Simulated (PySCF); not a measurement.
## Correlation energy of Mn (manganese, neutral)

[Ar] 3d5 4s2, high-spin 6S determinant. Computed with PySCF 2.14 in x2c-TZVPall (6s5p4d1f, 48 functions), with scalar relativity by spin-free X2C-1e. Frozen: [Ar]; 7 electrons correlated.

MP2 pair energies summed by pair of shells (mhartree):

```tsv
pair	energy	share (%)
3d-3d	-57.97	58.6
4s-4s	-20.70	20.9
3d-4s	-20.20	20.4
```

Total MP2 correlation energy: -98.86 mhartree.

Same-spin part -67.53 and opposite-spin part -31.33 mhartree; SCS-MP2 scales them by 1/3 and 6/5 to -60.11 mhartree.
